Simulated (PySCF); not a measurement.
**Working out the ionisation energy of Ge+**

Ge+ [Ar] 3d10 4s2 4p1 (2P) → Ge(2+) [Ar] 3d10 4s2 (1S). Computed with PySCF 2.14 in aug-cc-pVDZ-PP with ECP10MDF (5s4p3d, 32 functions), with a scalar-relativistic core potential. Frozen: 3s2 3p6 3d10. Energies in hartree (1 hartree = 27.21139 eV):

```json
{"part": "UHF", "Ge+ (lower)": "-293.069413", "Ge(2+) (upper)": "-292.510073"}
{"part": "CCSD correlation", "Ge+ (lower)": "-0.046253", "Ge(2+) (upper)": "-0.037777"}
{"part": "(T)", "Ge+ (lower)": "-0.000458", "Ge(2+) (upper)": "0.000000"}
```

Task: What does Hartree-Fock give?

Result: (-292.510073) − (-293.069413) = 0.559340 hartree = 15.220 eV.

Task: What do CCSD and CCSD(T) give?

Result: The CCSD correlation energies differ by 0.008476 hartree = 0.231 eV and the triples by 0.000458 hartree = 0.012 eV, so CCSD gives 15.451 eV and CCSD(T) 15.463 eV.

Measured between the centres of the two terms (NIST): 15.789 eV, so CCSD(T) (valence) is off by -0.326 eV.

A double-zeta basis recovers only part of the correlation energy.

What remains against the reference includes basis incompleteness, the frozen core and higher excitations.
